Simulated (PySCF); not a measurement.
The dipole of `CC#[N+][BH2-]C1CCC1` from its density and from atomic charges.

Coordinates (PBE0-D3(BJ)/def2-SVP, Å) and charges (e) from the PBE0/pcSseg-1 density (PySCF):

```csv
atom,x,y,z,Mulliken,IAO,Hirshfeld,ESP-fitted
C1,3.907,0.018,-0.479,-0.2029,-0.4469,-0.0619,-0.5725
C2,2.531,-0.395,-0.643,+0.1819,+0.2114,+0.1713,+0.3925
N3,1.437,-0.724,-0.779,-0.3032,+0.0360,+0.0049,-0.0809
B4,-0.047,-1.119,-0.921,+0.1736,-0.2454,-0.0408,-0.3651
C5,-0.877,-0.369,0.245,-0.4277,-0.2070,-0.0993,+0.2325
C6,-1.030,1.173,0.242,-0.1947,-0.2578,-0.0834,-0.1706
C7,-2.499,1.001,0.668,-0.2294,-0.2554,-0.0756,-0.0999
C8,-2.421,-0.460,0.189,-0.1767,-0.2448,-0.0705,-0.1788
H9,4.568,-0.632,-1.070,+0.1845,+0.1987,+0.0856,+0.2208
H10,4.195,-0.049,0.580,+0.1848,+0.1988,+0.0856,+0.2149
H11,4.031,1.057,-0.818,+0.1854,+0.1989,+0.0858,+0.2139
H12,-0.358,-0.744,-2.050,-0.0655,-0.0098,-0.0906,-0.0277
H13,-0.056,-2.345,-0.837,-0.0472,-0.0033,-0.0905,-0.0412
H14,-0.540,-0.693,1.247,+0.0946,+0.1083,+0.0148,-0.0134
H15,-0.373,1.767,0.900,+0.0987,+0.1104,+0.0185,+0.0159
H16,-0.950,1.580,-0.780,+0.1061,+0.1195,+0.0261,+0.0602
H17,-2.613,1.063,1.762,+0.1058,+0.1236,+0.0302,+0.0480
H18,-3.254,1.659,0.207,+0.1084,+0.1192,+0.0275,+0.0353
H19,-2.914,-1.233,0.800,+0.1118,+0.1208,+0.0288,+0.0360
H20,-2.776,-0.568,-0.849,+0.1116,+0.1249,+0.0332,+0.0801
```

Task: Compute μ = Σ q r for each scheme (1 e·Å = 4.803 D) and compare with the dipole of the full density.

Result: The full density gives (7.13, 1.65, 0.71) D, 7.35 D in size; dipole vectors point from the negative to the positive end.

```
    scheme    μx    μy     μz  size (D)  share of the full size (%)  angle to the full dipole (°)
  Mulliken  8.35  1.58  -0.11      8.50                         116                             7
       IAO  6.99  1.42   0.40      7.14                          97                             3
 Hirshfeld  7.12  1.29   0.30      7.24                          98                             4
ESP-fitted  7.08  1.65   0.69      7.30                          99                             0
```

Task: Which set comes closest?

Result: Length of the difference vector: ESP-fitted 0.06 D, IAO 0.41 D, Hirshfeld 0.54 D, Mulliken 1.47 D. Closest: ESP-fitted. The schemes that divide the density aren't constrained to reproduce the dipole.

Task: What is left for the Hirshfeld atoms' own dipoles?

Result: The shares of the density sum to the whole, so what Σ q r misses lies in dipoles about the nuclei. The atomic dipoles sum to (7.13, 1.65, 0.71) − (7.12, 1.29, 0.30) = (0.01, 0.36, 0.41) D, 0.54 D in size.

Task: With the origin at the mean of the coordinates, (-0.002, -0.001, -0.119) Å, which are the largest single terms, by size, of the ESP-fitted dipole along the direction of the full one?

Result: C1 -10.34, H9 +4.45, C2 +4.37, H10 +4.26, H11 +4.19 D; all 20 atoms together +7.30 D. The single terms depend on the origin, their sum doesn't.

Task: Give the size of the full dipole in other units.

Result: 7.35 D = 2.893 au = 1.531 e·Å = 24.53 × 10⁻³⁰ C·m.

The structure is a single PBE0-D3(BJ)/def2-SVP conformer in the gas phase; no vibrational or solvent corrections.

The values belong to the conformer `[CH3:1][C:2]#[N+:3][BH2-:4][CH:5]1[CH2:6][CH2:7][CH2:8]1`: N3–B4–C5–C6 67°.
